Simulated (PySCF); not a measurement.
**Basis-set dependence of population analyses: pentafluoroethane**

Species: pentafluoroethane, C₂HF₅.
Cartesian coordinates in Å at the PBE0-D3(BJ)/def2-SVP level; atoms count from 1:
```
atom  x, y, z in Å
F1    -0.0908   -1.7317    0.1832
C2     0.3497   -0.5948   -0.3695
F3     1.6687   -0.4864   -0.1712
C4    -0.3513    0.5868    0.3034
F5    -0.0934    0.6249    1.6014
F6     0.0606    1.7238   -0.2489
F7    -1.6639    0.4812    0.1279
H8     0.1345   -0.5971   -1.4524
```

PBE0 throughout (PySCF), one geometry, spherical d and f functions. Geometry: PBE0-D3(BJ)/def2-SVP; no solvent, vibrations or thermal averaging. Atoms taken as equivalent share a column and are averaged.

Mulliken charges (e):

```csv
basis,functions,F1/F3,C2,C4,F5/F6/F7,H8
STO-3G,36,-0.103,+0.129,+0.326,-0.109,+0.079
pcSseg-0,65,-0.336,+0.450,+0.897,-0.313,+0.264
6-31G,65,-0.280,+0.380,+0.745,-0.257,+0.206
6-31G*,100,-0.299,+0.417,+0.877,-0.289,+0.171
cc-pVDZ,103,-0.181,+0.344,+0.435,-0.155,+0.048
def2-SVP,103,-0.206,+0.391,+0.479,-0.170,+0.052
pcSseg-1,124,-0.278,+0.464,+0.736,-0.254,+0.118
aug-cc-pVDZ,170,-0.424,+1.048,+1.358,-0.440,-0.237
"6-311+G(2d,p)",195,-0.270,+0.398,+0.862,-0.298,+0.174
def2-TZVP,223,-0.163,+0.241,+0.416,-0.144,+0.099
cc-pVTZ,224,-0.164,+0.281,+0.432,-0.144,+0.045
IGLO-III,255,-0.215,+0.325,+0.531,-0.183,+0.123
```

IAO charges (e):

```tsv
basis	functions	F1/F3	C2	C4	F5/F6/F7	H8
STO-3G	36	-0.130	+0.137	+0.418	-0.137	+0.115
pcSseg-0	65	-0.254	+0.354	+0.720	-0.244	+0.168
6-31G	65	-0.257	+0.355	+0.718	-0.245	+0.176
6-31G*	100	-0.275	+0.410	+0.791	-0.266	+0.149
cc-pVDZ	103	-0.274	+0.405	+0.785	-0.264	+0.152
def2-SVP	103	-0.275	+0.409	+0.786	-0.265	+0.151
pcSseg-1	124	-0.279	+0.411	+0.789	-0.267	+0.158
aug-cc-pVDZ	170	-0.282	+0.413	+0.797	-0.269	+0.162
6-311+G(2d,p)	195	-0.283	+0.412	+0.797	-0.269	+0.164
def2-TZVP	223	-0.284	+0.418	+0.806	-0.272	+0.160
cc-pVTZ	224	-0.283	+0.416	+0.804	-0.271	+0.158
IGLO-III	255	-0.283	+0.415	+0.801	-0.271	+0.163
```

Task: Which scheme is steadiest as the basis changes?

Result: Largest range over the bases for any column: IAO 0.39 e, Mulliken 1.03 e. IAO charges move least and Mulliken charges most, counted in e. Without the minimal STO-3G basis the ranges are IAO 0.09, Mulliken 0.94 e.

Task: How much do the charges still move between the two largest bases, cc-pVTZ and IGLO-III?

Result: At most, over all atoms: Mulliken 0.098 e, IAO 0.005 e.

Task: What do the same runs give for the total energy, the frontier levels and the dipole moment?

Result: 
```tsv
basis	energy (Eh)	HOMO (eV)	LUMO (eV)	μ (D)
STO-3G	-567.3318	-4.93	7.78	0.73
pcSseg-0	-574.1226	-10.49	1.88	1.76
6-31G	-575.3084	-10.53	1.95	1.71
6-31G*	-575.4592	-9.95	2.77	1.32
cc-pVDZ	-575.5012	-10.08	2.07	1.37
def2-SVP	-575.0339	-10.29	2.00	1.45
pcSseg-1	-575.4316	-10.49	1.53	1.51
aug-cc-pVDZ	-575.5527	-10.53	-0.03	1.50
6-311+G(2d,p)	-575.6651	-10.59	0.32	1.54
def2-TZVP	-575.7286	-10.47	1.45	1.47
cc-pVTZ	-575.6951	-10.36	1.48	1.43
IGLO-III	-575.7348	-10.53	0.93	1.50
```

The dipole is fixed by the density alone, so its range of 1.03 D shows that the density itself changes with the basis, not only its division among atoms.
